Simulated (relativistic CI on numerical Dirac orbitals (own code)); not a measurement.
Calculated at this level of theory: Dirac-Coulomb-Breit CI, separate exchange-only KLI orbitals for each configuration, model QED (radiative potential, 1s self-energy scaled to tabulated hydrogen-like ionisation energies), unscaled Slater integrals (own radial code, finite nucleus).

Configurations in the expansion (outside the closed core [Ar] 3d10): 4s²4p³, 4s4p⁴, 4s²4p²4d, 4p⁵, 4s4p³4d, 4s²4p²4f, 4s4p³4f, 4p⁴4d, 4s4p²4d², 4s²4p4d4f, 4p⁴4f, 4p³4d4f, 4s4p²4f², 4s²4p²5s, 4p⁴5s, 4s²4p²5p, 4s4p²4d5s, 4s²4p4f5s, 4s4p³5s, 4s²4p²5d, 4s4p³5p, 4s²4p²5f, 4s²4p²5g, 4s4p³5d, 4p³4f5s, 4s4p³5f, 4s²4p²6s, 4s²4p4d², 4s²4d³, 4s4p4d³, 4s²4d²4f, 4s4p4d²4f, 4s²4d²5s, 4p³4d², 4p²4d³, 4p²4d²4f, 4p²4d²5s, 4s²4p4f², 4s²4d4f², 4s4p4d4f², 4s²4f³, 4s4p4f³, 4s²4f²5s, 4p³4f², 4p²4d4f², 4p²4f³, 4p²4f²5s, 4s4p²4d4f, 4s4p4d4f5s, 4s²4p4d5s, 4s4p4d²5s, 4s²4d4f5s, 4s²4d5s², 4p³4d5s, 4p²4d4f5s, 4p²4d5s², 4s4p²4f5s, 4s4p4f²5s, 4s4p4f5s², 4s²4p5s², 4s4p4d5s², 4s²4f5s². Double excitations out of closed p, d and f shells are left out; levels of such configurations are missing from the list, as are those of other unlisted configurations, and high levels can miss mixing partners. These lack a partner that the ground configuration has and come out too high: 4s²4p²5p, 4s²4p²5d, 4s4p³5p, 4s²4p²5f, 4s²4p²5g.

At this charge energies of transitions that change n are usually good to better than 1 %, and those within a shell (Δn = 0) to a few per cent.

Outline of the computed level scheme of Tm XXXVII. Lowest level of each configuration: 4s²4p³ ²P°3/2 at 0.000 eV; 4s²4p²4d ²D3/2 at 135.660 eV; 4s4p⁴ ⁴P5/2 at 141.705 eV; 4s4p³4d ⁶D°5/2 at 278.298 eV.

Some strong electric-dipole decays among the lowest 45 levels: 4s²4p²4d ²D3/2 → 4s²4p³ ²P°3/2 (1.4e+12 s⁻¹); 4s²4p²4d ⁴P5/2 → 4s²4p³ ²P°3/2 (1.0e+12 s⁻¹); 4s²4p²4d ²D3/2 → 4s²4p³ ²P°1/2 (9.2e+11 s⁻¹); 4s²4p²4d ²P1/2 → 4s²4p³ ²P°3/2 (8.9e+11 s⁻¹); 4s²4p²4d ²F7/2 → 4s²4p³ ²D°5/2 (8.2e+11 s⁻¹); 4s²4p²4d ²D3/2 → 4s²4p³ ⁴S°3/2 (8.0e+11 s⁻¹); 4s²4p²4d ²P1/2 → 4s²4p³ ²P°1/2 (7.1e+11 s⁻¹); 4s²4p²4d ⁴P1/2 → 4s²4p³ ⁴S°3/2 (7.0e+11 s⁻¹).

LS names give the leading component of a level, which can be under half, so a name can repeat, a term be missing and a line seem to break the LS rules.
